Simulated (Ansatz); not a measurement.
Mulliken charges of C₂H₅BOSi, SMILES `BOC1=C[SiH2]1` from ωB97M-V/def2-TZVPP in Ansatz (PBE0-D4/def2-TZVP geometry).

| atom | x (Å) | y (Å) | z (Å) | charge (e) |
| --- | --- | --- | --- | --- |
| B1 | -1.793 | 1.207 | 0.399 | 0.014 |
| O2 | -0.474 | 1.282 | 0.079 | -0.266 |
| C3 | 0.291 | 0.175 | -0.073 | 0.053 |
| C4 | 0.159 | -1.147 | -0.005 | -0.228 |
| Si5 | 1.856 | -0.638 | -0.426 | 0.250 |
| H6 | -2.361 | 2.250 | 0.506 | 0.057 |
| H7 | -2.321 | 0.145 | 0.558 | 0.048 |
| H8 | -0.618 | -1.871 | 0.202 | 0.138 |
| H9 | 2.387 | -0.760 | -1.806 | -0.032 |
| H10 | 2.956 | -0.694 | 0.568 | -0.032 |

By hand: the dipole of these point charges (1 e Å = 4.8032 D).

Σ q r = (0.042, -0.289, -0.002) e Å, of length 0.292 e Å = 1.40 D.

How does the dipole of the full density compare? (Estimate.)

Ansatz gave: (0.018, -0.194, 0.001) e Å, 0.94 D; the point charges give 1.49 times that, at 3° from its direction.

Point charges leave out the atoms' own dipoles, such as those of lone pairs, and Mulliken's split depends on the basis, so the two needn't agree.
